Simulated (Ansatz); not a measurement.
`[SH+]1[GaH2-][SH+][GaH2-]1`, relaxed with RKS PBE-D4/def2-SVP in Ansatz 0.2.0 from a rough embedded geometry. The force threshold is 0.03 eV/Å; the program also tests the step.

The species carries charge 0 and has multiplicity 1.

Start:

```xyz
10

S     1.401    0.360    0.784
Ga    0.391   -1.428    0.104
S    -1.085   -0.415   -1.209
Ga   -0.094    1.366   -0.459
H     1.148    0.627    2.109
H     1.371   -2.364   -0.743
H    -0.343   -2.193    1.355
H    -2.362   -0.508   -0.562
H     0.626    2.192   -1.732
H    -1.052    2.364    0.353
```

Task: How much energy does the relaxation release, and in how many steps? (An estimate is asked.)

Result: The calculation gave: 154.91 kJ/mol, in 9 steps, 1 of them rejected.

Task: Which bonds change most? (Estimate.)

Result: The calculation gave: S1–Ga2 from 2.164 to 2.436 Å; S3–Ga4 from 2.172 to 2.436 Å; S1–Ga4 from 2.189 to 2.436 Å; Ga2–S3 from 2.220 to 2.436 Å.

Task: Give the relaxed structure. (Estimate.)

Result: The calculation gave: 
```xyz
10

S     1.406    0.443    1.020
Ga    0.458   -1.594    0.079
S    -1.335   -0.451   -1.109
Ga   -0.047    1.551   -0.590
H     0.537    0.527    2.067
H     1.468   -2.038   -1.035
H    -0.189   -2.413    1.254
H    -2.171   -0.356   -0.037
H     0.854    1.795   -1.850
H    -0.982    2.536    0.201
```
